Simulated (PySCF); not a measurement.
## The first ionisation energy along group 10

All values are computed (PySCF 2.14, energy differences of UHF-based or UKS calculations, no spin-orbit coupling). Values in eV. The last column holds reference values (NIST; (s) semi-empirical, (t) theoretical, else measured). Unmarked ones compare directly (S terms, centres of terms, or small fine structure); those marked * lie between the lowest fine-structure levels and include a spin-orbit shift.

```csv
element,configurations,UHF,LDA,PBE,r2SCAN,MP2 (valence),CCSD(T) (valence),reference
"Ni (aug-cc-pVDZ, non-relativistic)",[Ar] 3d8 4s2 → [Ar] 3d9,7.671,7.191,7.241,7.719,6.500,7.340,7.640 *
"Pd (aug-cc-pVDZ-PP with ECP28MDF, ECP)",[Kr] 4d10 → [Kr] 4d9,6.298,9.252,8.812,8.465,8.549,8.204,8.512
"Pt (aug-cc-pVDZ-PP with ECP60MDF, ECP)",[Xe] 4f14 5d9 6s1 → [Xe] 4f14 5d9,7.575,9.741,9.358,9.216,8.922,8.762,8.959 *
```

"Valence" correlates the outer s and p shells and, in groups 3 to 12 and the f block, the outer d or f shell, open or full, or the next shell where the ion has no valence electron left; the wider scheme adds the next inner shell.
